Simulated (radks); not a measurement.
The numbers below are computed, except where a source is named.
Ionisation of neutral carbon, [He] 2s2 2p2, to [He] 2s2 2p1 as the strength of local exchange is varied. Level of theory: scalar-relativistic Kohn-Sham, Slater X-alpha exchange (alpha = 2/3 is LDA exchange), no correlation, spin-polarised, spherical densities, finite nucleus; open shells are filled with parallel spins first; Fermi nuclear charge, rms radius 2.4702 fm (a radial shooting solver on a logarithmic mesh with Libxc functionals).

alpha	E(C) (hartree)	exchange (hartree)	IE (eV)	-e of the level emptied (eV)	<r> of it (bohr)
0.592	-36.63639	-3.87668	9.819	4.526 (2p)	1.834
0.612	-36.76755	-4.01955	10.070	4.736 (2p)	1.815
0.667	-37.13026	-4.41632	10.776	5.333 (2p)	1.767
0.727	-37.52928	-4.85566	11.572	6.017 (2p)	1.719
0.74	-37.61619	-4.95174	11.747	6.169 (2p)	1.709
0.8	-38.01943	-5.39928	12.575	6.893 (2p)	1.665
0.938	-38.95992	-6.45412	14.576	8.676 (2p)	1.575
0.989	-39.31208	-6.85290	15.349	9.377 (2p)	1.545

NIST Atomic Spectra Database: 11.260 eV (measured). The Delta-SCF value meets it near alpha = 0.70. Open shells are spherical and high-spin; term and fine-structure splittings are not resolved.
